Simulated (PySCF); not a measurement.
## Static response to an electric field

Species: NbS(SMe)3, C3H9NbS4 (singlet state).
Structure used (PBE0-D3(BJ)/def2-SVP), in Å, numbered top down from 1:
```xyz
17
C3H9NbS4 angstrom
Nb     0.080   -0.034   -0.390
S      0.117   -0.055    1.751
S      2.182   -0.585   -1.262
C      2.957   -1.743   -0.082
H      3.067   -1.265    0.899
H      3.944   -2.003   -0.486
H      2.352   -2.653    0.013
S     -0.615    2.073   -1.129
C     -0.135    3.316    0.117
H     -0.619    3.092    1.076
H     -0.472    4.293   -0.255
H      0.955    3.332    0.244
S     -1.475   -1.605   -1.154
C     -2.878   -1.544    0.013
H     -2.542   -1.815    1.022
H     -3.625   -2.266   -0.342
H     -3.321   -0.540    0.026
```

Level: wB97X-D/def2-SVPD (PySCF), static field, nuclei fixed, core orbitals frozen in the response. The polarisability tensor in these axes (au):

```
x   184.49  -3.54  -0.98
y    -3.54 182.79   1.83
z    -0.98   1.83 154.01
```

Problem. What are the eigenvalues, a third of the trace, and Δα (Δα² = ½Σ(αi − αj)² over the three pairs)?

Solution. Principal values 153.88, 180.02 and 187.39 au; mean 173.76 au = 25.75 Å³ = 28.65 × 10⁻⁴⁰ C²·m²/J; Δα = 30.50 au (18 % of the mean).

Problem. What is the dipole moment, and where does it point?

Solution. (-0.08, 0.17, 1.19) D, 1.20 D in size, pointing from the negative to the positive side. Measured along this direction, the outermost atoms are S3 at the negative end and S2 at the positive end.

Problem. Along which axes do the principal values lie, and how far do the nuclei extend along each?

Solution. Largest value along (0.78, -0.62, -0.06), where the nuclei span 7.38 Å; middle along (0.63, 0.78, 0.03), 7.25 Å; least along (0.02, -0.06, 1.00), 3.02 Å. 

Problem. In a dilute gas of rigid molecules at 273 K, how does the orientational term μ²/3kT compare with the electronic polarisability?

Solution. In Gaussian units μ²/3kT = 12.78 Å³ against 25.75 Å³, a ratio of 0.50; the Debye molar polarisation (4π/3)N_A(α + μ²/3kT) is 97.2 cm³/mol, leaving out the vibrational part.

Problem. Molar refractivity from α?

Solution. Lorentz–Lorenz: R = (4π/3)N_A α = 2.5225 cm³/(mol·Å³) × 25.75 Å³ = 65.0 cm³/mol, in the limit of long wavelengths.

Problem. What depolarisation ratio follows for Rayleigh scattering of linearly polarised light, taking the static tensor?

Solution. ρ = 3Δα²/(45ᾱ² + 4Δα²) = 2790.9/(1358720 + 3721.1) = 0.00205.

Problem. Form Σ f/ω² (atomic units) for the 10 lowest TDDFT singlets, given as eV and f, and set it beside the mean polarisability, which is this sum over all singlets: 3.44, 0.0126; 3.56, 0.0142; 3.59, 0.0039; 3.79, 0.0243; 3.86, 0.0301; 3.92, 0.0140; 4.10, 0.0046; 4.27, 0.0014; 4.31, 0.0112; 4.37, 0.0186.

Solution. They add up to 6.69 au, 3.9 % of the 173.76 au; the largest single term is 1.50 au, from the state at 3.86 eV. Terms in order: 0.79, 0.83, 0.23, 1.25, 1.50, 0.68, 0.20, 0.06, 0.45, 0.72 au. Higher excitations give the rest. The strengths listed sum to 0.135.

Isolated species at its PBE0-D3(BJ)/def2-SVP geometry, gas phase. Atoms past krypton carry effective core potentials; spin–orbit coupling is left out.

These values come from a run that also computed excited states. Time: 3.8 min of wall time (with the writing of density and orbital grids); peak memory 1.6 GiB. Hardware: an Arm Neoverse V1 with one thread, on a shared host.
